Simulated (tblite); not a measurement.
Isomers of C5H11N3Si. Calculated harmonic vibrations of the isolated species, GFN2-xTB (tblite), most abundant isotopes, no scaling. Errors from tens to a few hundred cm⁻¹ against measured bands are possible. Modes of hydrogen on silicon can be 10 to 20 % off. One conformer each.

Electronic energies: GFN2-xTB at the same geometries; isomer energies are rough at this level and their order can be wrong.

| SMILES | electronic energy, lowest = 0 (kJ/mol) |
| --- | --- |
| CCCn1cc([SiH3])nn1 | 33.9 |
| CN1CC[Si@]1(N)CC#N | 54.7 |
| Cc1cnnn1[SiH](C)C | 0.0 |

Question: How do GFN2-xTB zero-point energies change the relative energies?

Answer: 
```
            SMILES  ZPE (kJ/mol)  of it from modes above 1550 cm⁻¹  electronic (kJ/mol)  with ZPE, lowest = 0 (kJ/mol)  lowest mode (cm⁻¹)  rings
 Cc1cnnn1[SiH](C)C         411.5                             204.9                  0.0                            0.0                 18i      1
CCCn1cc([SiH3])nn1         406.6                             185.5                 33.9                           29.1                  19      1
CN1CC[Si@]1(N)CC#N         418.4                             216.3                 54.7                           61.6                  25      1
```

The zero-point energies span 11.8 kJ/mol, from `CCCn1cc([SiH3])nn1` to `CN1CC[Si@]1(N)CC#N`. Slightly imaginary modes are left out of the zero-point energy: `Cc1cnnn1[SiH](C)C` 17.7i cm⁻¹. The order is unchanged.
